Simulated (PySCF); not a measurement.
C3H2F3, multiplicity 2. Atoms are numbered in the order given.

```xyz
8

C     -1.0815    -1.5733     0.0000
C      0.0053    -0.7293     0.0000
F      1.2482    -1.2395     0.0000
C     -0.0444     0.6600     0.0000
F     -1.1806     1.3250     0.0000
F      1.0146     1.4341     0.0000
H     -2.0930    -1.1700     0.0000
H     -0.9234    -2.6513     0.0000
```
Charge 0, spin multiplicity 2.

Geometry: B3LYP-D3(BJ)/def2-SVP. The isomer is the one that the SMILES or the coordinates give; other isomers of the formula were not compared. Other conformers were not sampled.

Method: r2SCAN/def2-TZVP run with PySCF.

ESP charges are fitted to the potential on shells at 1.4 to 2.0 van der Waals radii. Atomic charges (e):

```csv
atom,ESP fit,meta-Löwdin,Mulliken,Mulliken spin
C1,-0.61,-0.32,-0.34,0.74
C2,0.22,0.22,0.15,-0.28
F3,-0.15,-0.26,-0.20,-0.02
C4,…,0.49,0.38,0.55
F5,…,-0.22,-0.16,0.04
F6,…,-0.21,-0.14,0.05
H7,…,0.15,0.15,-0.03
H8,…,0.15,0.16,-0.04
```

Fill in the missing entries. (Estimate from the structure and the level; the computed values follow.)


- C4, ESP fit: 0.28
- F5, ESP fit: -0.11
- F6, ESP fit: -0.11
- H7, ESP fit: 0.23
- H8, ESP fit: 0.26

Give the Mayer and Wiberg (Löwdin basis) orders of the bonds. (The exact figures need the calculation; the answer reports its results.)


```
bond   Mayer  Wiberg
-----  -----  ------
C1–C2   1.42    1.79
C2–F3   1.03    1.70
C2–C4   1.40    1.55
C4–F5   1.12    1.83
C4–F6   1.14    1.86
C1–H7   0.95    0.89
C1–H8   0.95    0.89
```
